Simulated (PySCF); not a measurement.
Vertical excitations of a molecule C₄H₄F₂O₂ from TDA-PBE0/def2-SVPD run with PySCF, as energy in eV (oscillator strength): 5.18 (0.000), 6.31 (0.417), 6.90 (0.017), 6.94 (0.119), 7.62 (0.000), 7.85 (0.000). Lowest triplet (TDA): 3.58 eV. Geometry: B3LYP-D3(BJ)/def2-SVP. The values are those of a single conformer.

Task: Pick the molecule that these values belong to.
(A) COC(=O)/C(F)=C/F
(B) CO[C@@]1(F)C=C(F)O1
(C) O=C1COC(F)(F)C1
(D) COC(=O)C=C(F)F

Result: A, COC(=O)/C(F)=C/F
